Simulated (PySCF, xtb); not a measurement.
C3H7ClOSi, SMILES C=C(Cl)[Si@@H](C)O. Other conformers were not sampled.

Harmonic wavenumbers (cm⁻¹) from GFN2-xTB (xtb 6.7.1) at its own minimum, in rising order: 31, 94, 110, 157, 197, 247, 267, 335, 377, 539, 641, 680, 692, 736, 773, 795, 827, 841, 892, 908, 1079, 1369, 1384, 1473, 1478, 1652, 2241, 3040, 3054, 3055, 3089, 3120, 3666.

Q: What does ωB97X-D3(BJ)/def2-SVP run with PySCF give at its own minimum? (An estimate is asked for; the answer gives what the named calculation found.)

A: 61, 125, 149, 177, 232, 241, 283, 359, 419, 570, 679, 722, 730, 771, 803, 847, 852, 894, 951, 965, 1129, 1286, 1392, 1438, 1440, 1719, 2246, 3073, 3168, 3179, 3182, 3274, 3940. Paired by order, the mean absolute difference is 54 cm⁻¹ and the zero-point energies are 57.0 and 59.0 kcal/mol.
